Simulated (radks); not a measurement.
All-electron atom: Er14+ in [Kr] 4d10 4f7 5s1 (the NIST ground configuration). All-electron calculation, scalar-relativistic Kohn-Sham, SCAN, spin-polarised, spherical densities, finite nucleus; open shells are filled with parallel spins first (spin-orbit coupling, left out, can overturn this in heavy ions); meta-GGA in the generalised Kohn-Sham scheme; Fermi nuclear charge, rms radius 5.2516 fm. Program: a radial shooting solver on a logarithmic mesh with Libxc functionals. Some entries of the table are withheld. Estimate them.

orbital  occ.  eigenvalue (eV)  <r> (bohr)
1s up       1        -57746.76     0.02037
1s down     1        -57746.53     0.02037
2s up       1        -9976.881     0.08642
2s down     1        -9976.481     0.08642
2p up       3        -8855.248     0.07672
2p down     3        -8854.903     0.07671
3s up       1        -2483.620      0.2251
3s down     1        -2478.465      0.2247
3p up       3        -2140.079      0.2244
3p down     3        -2134.695      0.2240
3d up       5        -1709.506      0.2040
3d down     5        -1705.057      0.2035
4s up       1        -733.5251      0.5017
4s down     1        -722.7059      0.5027
4p up       3        -618.1181      0.5284
4p down     3        -607.4368      0.5294
4d up       5        -462.8572      0.5603
4d down     5        -451.8512      0.5613
5s up       1        -298.4169         (1)
4f up       7        -290.1244      0.6060

Answer. 
(1) 5s up <r> (bohr): 1.035
